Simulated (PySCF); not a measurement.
These are B3LYP-D3(BJ)/def2-TZVP // r2SCAN-D4/def2-SVP (PySCF) values and carry that method's errors. All species are isolated molecules in the gas phase. B3LYP has the VWN-RPA correlation part, as in Gaussian. 

Reference species: [Ti(Cl)4] (neutral, multiplicity 1).

The coordination number is 4. The LUMO comes out as -3.99 eV.

Changed species: [Ti(Cl)3(H)] (1 of 4 Cl replaced by H; the reference has 0 of 4 Cl replaced by H).

Question: Predict the effect on the coordination number and LUMO.

Answer: the coordination number stays essentially unchanged; the LUMO increases by 0.24 eV, to -3.75 eV.
